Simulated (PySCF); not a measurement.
# TlP⁺: frontier orbitals

BHandHLYP at R = 3.165 Å; basis Tl def2-SVP with ECP60, P def2-SVP; scalar-relativistic core potentials; PySCF 2.14. State: ⁴Σ⁻ (quartet), unpaired electrons σ ↑, π ↑↑. Only the outer orbitals are listed, counted within each symmetry, core potentials removing the inner ones.

```csv
spin,orbital,occ.,ε (eV),on Tl (%),main shells (%)
α,7σ,1,-23.66,3,96 P s
α,8σ,1,-17.64,92,92 Tl s
α,9σ,1,-13.25,18,"82 P p, 10 Tl p"
α,4π,1,-13.23,2,98 P p
α,4π,1,-13.23,2,98 P p
α,5π,0,-6.33,98,98 Tl p
α,5π,0,-6.33,98,98 Tl p
α,10σ,0,-5.38,91,"90 Tl p, 9 P p"
β,7σ,1,-19.57,12,"88 P s, 10 Tl s"
β,8σ,1,-17.12,89,"89 Tl s, 11 P s"
β,9σ,0,-7.67,45,"54 P p, 43 Tl p"
β,4π,0,-6.96,53,"52 Tl p, 47 P p"
β,4π,0,-6.96,53,"52 Tl p, 47 P p"
```

Task: Which are the highest filled and the lowest empty level, where do they sit, and how wide is the gap?

Result: Highest filled α 4π at -13.23 eV (in %: 98 P p); lowest empty β 9σ at -7.67 eV (in %: 54 P p, 43 Tl p); the gap at BHandHLYP is 5.56 eV.

| Quantity | Value |
| --- | --- |
| bond order (Mayer) | 0.32 |
| ⟨S²⟩ | 3.752 |
| charge on Tl (Mulliken, basis-dependent) | 0.85 |
| charge on Tl (Löwdin, basis-dependent) | 0.74 |
| dipole moment (positive dipole points towards P; it is taken about the centre of mass and depends on that origin) | 0.62 D |

These are scalar-relativistic numbers at best; spin–orbit coupling would shift them, the dissociation energy most. The state is the lowest determinant that a PBE0 search found; another state may lie lower at other levels.
